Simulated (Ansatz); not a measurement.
Steps of a relaxation of H8N2OSSi2 (`N[SiH2]S[SiH](N)O`) with RKS PBE0-D4/def2-TZVP.

```sh
$ ansatz run in.yaml --threads 2 --pin off --events-out ev --progress --plain --max-ram 32768MiB --backend cuda --devices 0, --max-vram 18GiB
```

```yaml
crystal:
  periodic: [false, false, false]
  atoms:
    - {symbol: N, position_ang: [-1.850760, 0.486630, -0.541370]}
    - {symbol: Si, position_ang: [-1.404340, -1.156860, -0.896550]}
    - {symbol: S, position_ang: [0.216260, -1.645790, 0.390870]}
    - {symbol: Si, position_ang: [1.540390, 0.067870, 0.194950]}
    - {symbol: N, position_ang: [1.765030, 0.548360, 1.829030]}
    - {symbol: O, position_ang: [0.879110, 1.270060, -0.652430]}
    - {symbol: H, position_ang: [-2.001550, 0.713910, 0.431750]}
    - {symbol: H, position_ang: [-2.590270, 0.894690, -1.092560]}
    - {symbol: H, position_ang: [-1.006760, -1.110000, -2.297760]}
    - {symbol: H, position_ang: [-2.396140, -2.184770, -0.611430]}
    - {symbol: H, position_ang: [2.688740, -0.365650, -0.583680]}
    - {symbol: H, position_ang: [1.892840, -0.169300, 2.523720]}
    - {symbol: H, position_ang: [2.352190, 1.342360, 2.024680]}
    - {symbol: H, position_ang: [-0.084730, 1.308500, -0.719220]}
basis:
  gaussian: {orbitals: def2-TZVP}
hamiltonian: {xc: pbe0, dispersion: d4}
relax: {f_tol: 0.005, max_steps: 150}
```

Positions (Å) and forces (eV/Å) along the path, 10 of 46 steps:

```xyz
14
step=1 energy=-31740.1891 eV
N    -1.851    0.487   -0.541   -0.143    0.047    0.100
Si   -1.404   -1.157   -0.897    0.807    0.630    0.560
S     0.216   -1.646    0.391    0.034   -0.093    0.008
Si    1.540    0.068    0.195   -0.829   -0.167    0.475
N     1.765    0.548    1.829    0.136   -0.171   -0.273
O     0.879    1.270   -0.652    0.289    0.394   -0.400
H    -2.002    0.714    0.432   -0.047   -0.061    0.075
H    -2.590    0.895   -1.093   -0.064    0.084   -0.131
H    -1.007   -1.110   -2.298   -0.032   -0.163   -0.525
H    -2.396   -2.185   -0.611   -0.418   -0.372   -0.020
H     2.689   -0.366   -0.584    0.550   -0.112   -0.084
H     1.893   -0.169    2.524   -0.023   -0.033    0.084
H     2.352    1.342    2.025    0.079    0.105    0.022
H    -0.085    1.308   -0.719   -0.340   -0.086    0.108
14
step=9 energy=-31740.3100 eV
N    -1.895    0.486   -0.419    0.006   -0.003    0.001
Si   -1.343   -1.105   -0.857   -0.008    0.007   -0.010
S     0.267   -1.678    0.400   -0.004    0.000    0.008
Si    1.554    0.036    0.147    0.033    0.021    0.011
N     1.819    0.562    1.746    0.001   -0.063    0.032
O     0.885    1.160   -0.827   -0.047   -0.007    0.004
H    -2.221    0.616    0.529    0.002    0.001    0.002
H    -2.529    0.937   -1.064   -0.003    0.002   -0.003
H    -0.986   -1.012   -2.292    0.000   -0.001    0.004
H    -2.344   -2.188   -0.666   -0.007   -0.007   -0.001
H     2.796   -0.359   -0.553    0.008    0.014    0.008
H     1.524    0.010    2.534   -0.004    0.050   -0.047
H     2.536    1.228    1.983    0.009   -0.010    0.002
H    -0.063    1.308   -0.660    0.015   -0.005   -0.012
14
step=15 energy=-31740.3529 eV
N    -1.987    0.467   -0.554   -0.025   -0.024    0.027
Si   -1.357   -1.127   -0.875    0.078   -0.009   -0.037
S     0.195   -1.583    0.496   -0.041    0.018    0.059
Si    1.526    0.093    0.221    0.095    0.030   -0.027
N     2.138    0.369    1.786    0.015    0.005   -0.036
O     0.734    1.297   -0.544   -0.124   -0.029    0.057
H    -2.453    0.607    0.333   -0.001   -0.002   -0.021
H    -2.530    0.890   -1.296    0.017    0.004    0.019
H    -0.904   -1.082   -2.288   -0.037    0.003    0.019
H    -2.338   -2.229   -0.690   -0.008    0.013   -0.017
H     2.687   -0.244   -0.628    0.006    0.004   -0.005
H     1.536    0.391    2.592    0.015    0.022    0.023
H     2.997    0.878    1.932   -0.086   -0.054   -0.020
H    -0.243    1.272   -0.485    0.096    0.019   -0.042
14
step=25 energy=-31740.3603 eV
N    -2.041    0.445   -0.636   -0.021   -0.001    0.014
Si   -1.343   -1.134   -0.879    0.003    0.013   -0.002
S     0.091   -1.505    0.638   -0.011    0.002   -0.017
Si    1.467    0.124    0.287    0.011    0.029   -0.015
N     2.245    0.351    1.781    0.024    0.039    0.026
O     0.637    1.384   -0.335   -0.018   -0.033    0.033
H    -2.584    0.583    0.206    0.020    0.001   -0.028
H    -2.524    0.856   -1.425    0.018   -0.014    0.018
H    -0.768   -1.089   -2.246   -0.004    0.001    0.009
H    -2.312   -2.256   -0.778    0.000   -0.005    0.002
H     2.531   -0.251   -0.672   -0.010    0.001    0.018
H     1.736    0.534    2.631    0.039   -0.005   -0.042
H     3.199    0.673    1.827   -0.093   -0.031   -0.016
H    -0.334    1.286   -0.400    0.040    0.003   -0.002
14
step=27 energy=-31740.3612 eV
N    -2.040    0.439   -0.664   -0.004   -0.009   -0.010
Si   -1.346   -1.144   -0.880    0.008    0.013   -0.007
S     0.079   -1.496    0.646   -0.003   -0.017    0.007
Si    1.450    0.140    0.306   -0.003    0.082   -0.024
N     2.268    0.345    1.781   -0.001    0.032    0.004
O     0.605    1.421   -0.252   -0.092   -0.115    0.037
H    -2.597    0.592    0.166    0.003    0.002   -0.004
H    -2.502    0.846   -1.467    0.001    0.000    0.009
H    -0.762   -1.115   -2.245   -0.002   -0.001    0.001
H    -2.316   -2.265   -0.775    0.003    0.005    0.005
H     2.491   -0.228   -0.680   -0.010   -0.004    0.004
H     1.790    0.568    2.639    0.023   -0.007   -0.021
H     3.239    0.613    1.802   -0.056   -0.019   -0.013
H    -0.359    1.285   -0.377    0.132    0.036    0.011
14
step=29 energy=-31740.3605 eV rejected
N    -2.046    0.426   -0.696    0.005    0.074    0.024
Si   -1.345   -1.155   -0.888    0.033   -0.023    0.077
S     0.061   -1.505    0.662    0.005    0.078   -0.052
Si    1.431    0.148    0.333   -0.122   -0.114    0.053
N     2.288    0.360    1.779    0.001   -0.036   -0.044
O     0.569    1.443   -0.140    0.018    0.142   -0.053
H    -2.608    0.591    0.128    0.009   -0.006   -0.014
H    -2.491    0.837   -1.505   -0.008   -0.022   -0.009
H    -0.738   -1.132   -2.240    0.015   -0.001   -0.048
H    -2.320   -2.271   -0.792    0.006   -0.019    0.000
H     2.434   -0.221   -0.691    0.021    0.001    0.004
H     1.861    0.641    2.644   -0.054    0.009    0.038
H     3.276    0.529    1.764    0.127    0.001    0.009
H    -0.372    1.311   -0.358   -0.055   -0.083    0.016
14
step=39 energy=-31740.3614 eV rejected
N    -2.041    0.406   -0.749   -0.019    0.053    0.049
Si   -1.310   -1.168   -0.877    0.027   -0.063   -0.006
S     0.049   -1.450    0.722   -0.011    0.038   -0.047
Si    1.385    0.230    0.354   -0.105   -0.010   -0.016
N     2.368    0.527    1.700    0.940   -0.483    0.073
O     0.469    1.535    0.033   -0.028   -0.017   -0.042
H    -2.647    0.575    0.043    0.002   -0.011   -0.014
H    -2.460    0.785   -1.587    0.004   -0.006   -0.006
H    -0.655   -1.161   -2.209    0.002    0.000   -0.008
H    -2.268   -2.302   -0.796    0.002    0.004    0.003
H     2.298   -0.152   -0.750   -0.036    0.001   -0.011
H     1.997    0.805    2.591   -0.041    0.021    0.065
H     3.261    0.025    1.792   -0.820    0.483   -0.067
H    -0.445    1.345   -0.266    0.083   -0.009    0.027
14
step=41 energy=-31740.3739 eV
N    -2.045    0.411   -0.741   -0.003    0.007   -0.011
Si   -1.312   -1.165   -0.879   -0.007    0.002   -0.001
S     0.044   -1.450    0.719    0.003   -0.007    0.003
Si    1.391    0.219    0.354   -0.020    0.007    0.011
N     2.369    0.516    1.707   -0.030    0.002    0.014
O     0.481    1.523    0.011    0.012    0.007    0.009
H    -2.663    0.567    0.044    0.003   -0.002   -0.005
H    -2.455    0.795   -1.582    0.009   -0.007    0.023
H    -0.659   -1.150   -2.213    0.000   -0.002    0.003
H    -2.271   -2.296   -0.798    0.000   -0.008   -0.005
H     2.300   -0.170   -0.749    0.006   -0.001    0.000
H     1.987    0.793    2.597    0.028   -0.011   -0.044
H     3.271    0.079    1.792    0.000    0.005    0.015
H    -0.438    1.329   -0.261   -0.002    0.010   -0.009
14
step=45 energy=-31740.3743 eV
N    -2.043    0.409   -0.740   -0.004    0.001    0.000
Si   -1.311   -1.167   -0.882    0.001   -0.001   -0.002
S     0.040   -1.453    0.719   -0.002   -0.001    0.004
Si    1.386    0.217    0.356    0.000   -0.001   -0.002
N     2.369    0.513    1.704    0.008   -0.004    0.005
O     0.482    1.527    0.021    0.000    0.003    0.000
H    -2.654    0.565    0.050    0.001    0.000   -0.001
H    -2.461    0.793   -1.577    0.002   -0.001    0.002
H    -0.654   -1.149   -2.214    0.000    0.000    0.000
H    -2.269   -2.301   -0.810    0.000    0.002   -0.001
H     2.290   -0.175   -0.751   -0.001    0.001    0.001
H     1.995    0.819    2.587   -0.001   -0.001   -0.007
H     3.264    0.064    1.799   -0.003    0.003    0.001
H    -0.435    1.338   -0.263   -0.002   -0.001    0.000
14
step=46 energy=-31740.3743 eV
N    -2.043    0.409   -0.740   -0.003    0.000    0.001
Si   -1.311   -1.167   -0.882    0.001    0.000   -0.003
S     0.039   -1.453    0.720   -0.001   -0.001    0.004
Si    1.386    0.217    0.356   -0.001    0.000   -0.001
N     2.369    0.513    1.704    0.004   -0.002    0.004
O     0.482    1.527    0.023    0.000    0.003   -0.001
H    -2.655    0.564    0.049    0.001    0.001   -0.001
H    -2.460    0.793   -1.577    0.001   -0.001    0.001
H    -0.652   -1.148   -2.213    0.000    0.000    0.000
H    -2.269   -2.301   -0.811    0.001    0.001    0.000
H     2.289   -0.176   -0.751   -0.001    0.000    0.000
H     1.996    0.821    2.586   -0.002   -0.001   -0.004
H     3.264    0.064    1.799    0.001    0.000    0.000
H    -0.435    1.338   -0.262   -0.003    0.000    0.000
```

Run time 3 min (2 threads of an AMD EPYC 7R13 on a shared host and a share of an NVIDIA H100 80 GB); peak host memory 0.91 GiB.
